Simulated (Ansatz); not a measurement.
Total energies of the cluster Hf₂O₄ (the lowest singlet isomer of a short search) from Ansatz at PBE0-D4/def2-TZVP, gas phase (1 Eh = 27.2114 eV = 2625.5 kJ/mol). The reference geometry is relaxed at r2SCAN-D4/def2-SVP.

```xyz
6

Hf    0.8127    1.2084   -0.3154
Hf   -0.8125   -1.2081    0.3153
O    -0.4915    0.6032    1.0442
O     0.4921   -0.6031   -1.0439
O    -0.0368    2.3599   -1.3808
O     0.0361   -2.3602    1.3807
```

```
                 state                       geometry  energy (Eh)
      charge 0 singlet                      reference   -396.99012
      charge 1 doublet                      reference   -396.65565
      charge 1 doublet  relaxed at r2SCAN-D4/def2-SVP   -396.67316
      charge 0 triplet  relaxed at r2SCAN-D4/def2-SVP   -396.90111
      charge 0 quintet  relaxed at r2SCAN-D4/def2-SVP   -396.81062
free Hf atom (triplet)                              –    -47.84253
 free O atom (triplet)                              –    -75.01860
```

In the def2 sets Hf takes a core potential; there is no spin–orbit coupling.

Work out the vertical ionisation energy to the doublet.

E(charge 1 doublet) − E(charge 0 singlet) = -396.65565 − (-396.99012) = 0.33447 Eh = 9.10 eV. For comparison, −ε of the highest occupied level is 7.32 eV at this level, 1.78 eV less.

How much does the charge 1 doublet relax, and what is the adiabatic ionisation energy?

Relaxation: -396.65565 − (-396.67316) = 0.01751 Eh = 0.48 eV. Adiabatic ionisation energy: 0.31696 Eh = 8.62 eV, without zero-point energy. 

Which of the charge 0 states is lowest, and how far above it are the others?

The singlet. triplet: -396.90111 − (-396.99012) = 0.08901 Eh = 233.7 kJ/mol; quintet: -396.81062 − (-396.99012) = 0.17950 Eh = 471.3 kJ/mol.

What is the binding energy per atom against free atoms?

Atoms: 2 × (-47.84253) + 4 × (-75.01860) = -395.75946 Eh. Binding: -395.75946 − (-396.99012) = 1.23066 Eh = 33.49 eV, or 5.58 eV for each of 6 atoms (no zero-point energy, no counterpoise term).

The structure comes from a short search, and lower isomers may exist.
